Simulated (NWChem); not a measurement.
Molecule: C$_{4}$H$_{3}$ClO; SMILES Clc1ccoc1

```xyz
9

Cl    -0.0273     1.9987     0.0000
C     -0.0016     0.2865     0.0000
C      1.1604    -0.5459     0.0000
C      0.6804    -1.8205     0.0000
O     -0.6659    -1.8247     0.0000
C     -1.0842    -0.5444     0.0000
H      2.1988    -0.2248     0.0000
H      1.1648    -2.7936     0.0000
H     -2.1552    -0.3657     0.0000
```
Atoms are numbered in this order, from 1.

Level: PBE0/def2-SVP (NWChem), optimised geometry, unscaled harmonic frequencies. 

| frequency (cm⁻¹) | IR intensity (km/mol) |
|---|---|
| 259 | 0.5 |
| 298 | 0.7 |
| 493 | 2.4 |
| 626 | 20.3 |
| 637 | 4.6 |
| 747 | 10.3 |
| 798 | 52.7 |
| 879 | 0.3 |
| 892 | 25.3 |
| 961 | 30.0 |
| 1044 | 7.5 |
| 1114 | 21.4 |
| 1243 | 4.5 |
| 1246 | 34.1 |
| 1270 | 27.3 |
| 1432 | 13.5 |
| 1557 | 6.2 |
| 1635 | 23.0 |
| 3290 | 1.5 |
| 3311 | 2.3 |
| 3318 | 2.3 |

```yaml
zero_point_energy: 38.7 kcal/mol
thermal correction to the enthalpy at 298.15 K (with zero-point energy): 42.2 kcal/mol
heat capacity Cv: 16.8 cal/(mol K)
entropy at 298.15 K and 1 atm (symmetry number 1): 72.2 cal/(mol K)
dipole_moment: 1.08 D
```

Rigid rotor and harmonic oscillator.
